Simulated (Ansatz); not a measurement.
```yaml
crystal:
  periodic: [false, false, false]
  atoms:
    - {symbol: N, position_ang: [2.424442, -1.063881, 0.896597]}
    - {symbol: C, position_ang: [1.389141, -0.717913, 0.524132]}
    - {symbol: Al, position_ang: [-0.370744, -0.226522, -0.095387]}
    - {symbol: O, position_ang: [-0.557274, 1.418349, -0.385475]}
    - {symbol: H, position_ang: [-1.485804, -1.312087, -0.291072]}
    - {symbol: H, position_ang: [-1.357661, 1.838153, -0.694896]}
basis:
  gaussian: {orbitals: x2c-TZVPPall}
hamiltonian: {xc: {name: B97}}
accuracy: high
multiplicity: 3
```

```sh
$ ansatz run in.yaml --threads 2 --pin off --events-out ev --progress --plain --max-ram 4352MiB
```

It prints (some lines left out):

```
Error: YAML parse error: error: line 14 column 1: unknown field `multiplicity`, expected one of crystal, accuracy, basis, kpoints, hamiltonian, magnetization, projection, total_charge, correlation, batch, efield, external_charges, scf, relax, neb, saddle, md, ramp, phonons, dielectric, real_time, elastic, magnetic_configurations, gw, evaluate, workflow, output, checkpoint, execution
12 | hamiltonian: {xc: {name: B97}}
13 | accuracy: high
14 | multiplicity: 3
```

(1) Something in this input is off. What?

Results:

(1) The input holds a key that doesn't belong there. The input was rejected before any iteration.
